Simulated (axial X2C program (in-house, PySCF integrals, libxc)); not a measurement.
# SbH: nuclear properties from DFT to coupled cluster

Calculated with an axial X2C code built on PySCF integrals: two-component X2C with atomic mean-field Coulomb and Gaunt terms, Gaussian nuclei, basis Sb dyall-acv3z, H dyall-av3z with contracted cores.

R = 1.718 Å (near the PBE0 minimum at charge 0 of the determinant lowest at the starting distance; the state shown can have its own minimum elsewhere); state Ω = 1 (⟨Sz⟩ = 1.00, ⟨Lz⟩ = 0.00 at PBE0).

```tsv
level	Eeff magnitude (GV/cm)	Ws magnitude Sb (kHz)	A∥/gI Sb (MHz)	qzz Sb (a.u.)	A∥/gI H (MHz)	μ (D)
PBE0	0.214	0.0776	-973	-1.88	-7.76	-0.20
HF	2.39	1.35	-830	-1.70	-10.8	-0.12
B3LYP	0.507	0.335	-882	-1.72	-6.12	-0.28
```

Eeff is the effective electric field on the electron electric dipole moment in this Ω state and Ws the scalar–pseudoscalar constant of the nucleus named (defined with the proton number Z and per Ω); A∥ (defined per Ω) follows by multiplying with gI = μI/(I μN); qzz is the electric field gradient, eQq0 = 234.96 MHz × Q/barn × qzz; μ is positive if the H end (last atom) is positive. The operators were transformed with the bare-nucleus X2C matrices; with these basis sets, hyperfine constants and field gradients can be off by tens of per cent, and where levels differ in sign neither size nor sign is settled.

Finite-field MP2, CCSD and CCSD(T), with 16 electrons correlated in 130 natural virtual spinors (MP2 remainder added):

```tsv
level	Eeff magnitude (GV/cm)	Ws magnitude Sb (kHz)	A∥/gI Sb (MHz)	qzz Sb (a.u.)	A∥/gI H (MHz)	μ (D)
MP2	0.636	0.415	-970	-1.63	-13.8	-0.29
CCSD	0.029	0.0642	-747	-1.65	-8.41	-0.21
CCSD(T)	0.244	0.19	-722	-1.67	-8.45	-0.22
```

T1 = 0.013 (Lee–Taylor). One unrestricted determinant, the lowest of a limited PBE0 search, is the reference; the functionals treat spin collinearly. With several open shells it need not be a pure state. The sign of Eeff is opposite to CCSD(T) at PBE0, HF. Eeff spreads by more than a factor of two over the levels. Correlation of the inner shells is missing, which matters for properties at the nucleus. Number of frozen shells: Sb 4 s, 3 p, 1 d; H none.

(1) By how much does correlation change each value, CCSD(T) against HF?

Answers

(1) A∥/gI Sb -13 %; qzz Sb -2 %; A∥/gI H -22 %; μ 83 %.
